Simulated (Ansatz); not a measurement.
**Four-centre ligand exchange**

Start structure (Si2H5F3, singlet), relaxed at PBE0-D4/def2-TZVP:

```
10
angstrom
Si -1.3331 0.3027 -1.4950
H 0.0062 0.3201 -2.0777
F -2.4107 -0.0182 -2.5953
F -1.4408 -0.7981 -0.3739
F -1.6867 1.6949 -0.8548
H 2.6341 0.0461 2.1807
Si 1.3713 -0.3049 1.4834
H 0.8370 0.9102 0.8136
H 0.3778 -0.8098 2.4615
H 1.6450 -1.3429 0.4576
```

The step: SiHF₃ ([F][SiH]([F])[F]) + SiH₄ → Si₂H₃F₃ ([F][Si]([F])([F])[SiH3]) + H₂; bonds formed: Si1–Si7, H2–H6; bonds broken: Si1–H2, H6–Si7. Computed with Ansatz 0.2.0 (basis: def2-TZVPP and def2-QZVPP); correlated methods freeze the cores. Extrapolation: Hartree–Fock as exp(−7.88 √X), correlation as X^−2.97. Energies below are by CCSD(T) at an estimated basis limit (MP2 extrapolated from triple and quadruple zeta, plus CCSD(T) − MP2 in triple zeta).

What are the electronic barrier and the energy of the step, from the start structure to the end structure? (To be estimated.)

The calculation gives: Barrier 3.391 eV; step energy 0.338 eV (uphill); reverse barrier, their difference, 3.053 eV. Barrier and step energy count from the start structure, the reverse barrier from the end structure.

The saddle point: One imaginary mode of 1186i cm⁻¹.
```csv
pair,start (Å),saddle (Å),end (Å)
Si1–Si7,4.07,2.57,2.33
H2–H6,5.01,1.00,0.75
Si1–H2,1.46,1.84,3.68
H6–Si7,1.48,1.69,3.64
```

Zero-point energy (harmonic, PBE0-D4): ZPE is 1.359 eV at the start and 1.317 eV at the saddle, so the barrier goes from 3.391 to 3.350 eV.

T1 diagnostic: at most 0.014.

Labels in which every atom is bracketed show which atoms are joined, not bond orders.

For scale, one of the runs: CCSD(T)/def2-TZVPP, 247 basis functions, launched by `ansatz run in.yaml --threads 8 --pin off --events-out ev --progress --plain --max-ram 19148MiB`. Time: 2.4 min of wall clock on 8 CPU threads of an Arm Neoverse N1; the host was shared. Peak host memory: 5.2 GiB.
